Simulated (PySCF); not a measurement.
Nitrogen: a sound run and one with changed settings

Sound run: N⁺ [He] 2s2 2p2, N²⁺ [He] 2s2 2p1. Computed with PySCF 2.14 in aug-cc-pVDZ, with no relativity, point nucleus. The sound run starts from symmetry-adapted Hartree-Fock orbitals and uses a fine grid where one is needed.

Changed run: 14 angular points. This setting is unsound on purpose.

```
species  method  sound run (hartree)  changed run (hartree)  converged
     N⁺     UHF            -53.88126              -53.88126        yes
     N⁺    MN15            -53.99735              -53.99553        yes
     N⁺     LDA            -53.56872              -53.56980        yes
    N²⁺     UHF            -52.80727              -52.80727        yes
    N²⁺    MN15            -52.90277              -52.89725        yes
    N²⁺     LDA            -52.46306              -52.46218        yes
```

Ionisation energy of N⁺:

```tsv
method	sound run (eV)	changed run (eV)
UHF	29.225	29.225
MN15	29.785	29.886
LDA	30.087	30.140
```

A coarse angular grid integrates products of high-l functions wrongly, so density functionals can shift, and the SCF can exploit the error; Hartree-Fock and MP2 need no grid.

For comparison, NIST gives 29.601 eV between the lowest levels.
